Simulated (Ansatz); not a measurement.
```yaml
crystal:
  periodic: [false, false, false]
  atoms:
    - {symbol: C, position_ang: [-0.240381, 0.806907, -0.515805]}
    - {symbol: N, position_ang: [0.709729, 0.332574, -0.196456]}
    - {symbol: Si, position_ang: [0.207981, -0.890128, 0.698444]}
    - {symbol: S, position_ang: [-1.772338, 0.102188, 0.319678]}
    - {symbol: H, position_ang: [-0.646046, 0.830717, -1.705905]}
    - {symbol: H, position_ang: [-0.474834, 2.012972, -0.448520]}
    - {symbol: H, position_ang: [1.621835, 0.342591, -0.853805]}
    - {symbol: H, position_ang: [0.201511, -2.448142, 0.040076]}
    - {symbol: H, position_ang: [0.468042, -1.017890, 2.128710]}
basis:
  gaussian: {orbitals: def2-mTZVPP, nuclear_model: gaussian}
hamiltonian: {xc: {name: wB97}, pseudopotentials: {relativity: scalar}}
relax: {f_tol: 0.0001, max_steps: 1}
output: {forces: true}
```

```sh
$ ansatz run in.yaml --threads 2 --pin off --events-out ev --progress --plain --max-ram 4352MiB
```

Shortened log:

```
Functional definition: wB97
1120 factors; their error is unknown
489 factors; integrals over basis functions are off by at most 1.4e-6 eV
mean field evaluation 1: about -21354.2755 eV, gradient 4.9e1 eV
mean field evaluation 2: about -21355.1379 eV, gradient 4.4e1 eV
mean field evaluation 4: about -21358.7927 eV, gradient 2.1e0 eV
mean field evaluation 8: about -21358.8043 eV, gradient 9.1e-2 eV
mean field evaluation 16: about -21358.7713 eV, gradient 1.2e-4 eV
mean field -21358.77132350 eV, -784.9203686435 hartree, gradient 4.6e-5 eV, S^2 0.000000; 0 other end points of the search recorded, 0 dependent functions left out
reference -21358.77131397 eV, -784.9203682932 hartree; 24, 24 occupied and 98, 98 virtual orbitals, 1120 factors
relax step   1: F+E_penalty+E_count = -21358.77132350 eV  Δ(F+E_penalty+E_count) = +0.000e0 eV  max|allowed force component| = 2.835e1 eV/Å  Δτ_max = 0.0000 Å  (32 SCF iters, accepted)
Error: geometry relaxation did not converge after 1 steps: max|allowed force component| = 2.83e1 eV/Å (threshold 1.0e-4). Raise `relax.max_steps` over both its present limit and 1, loosen `relax.f_tol`, or start from a geometry closer to equilibrium. Where this run's directory can be resumed (`checkpoint.write`), a resume goes on for up to `relax.max_steps` more
```

Q: Something in this input is off. What?

A: The relaxation is allowed too few steps for its threshold. No converged result was reached.
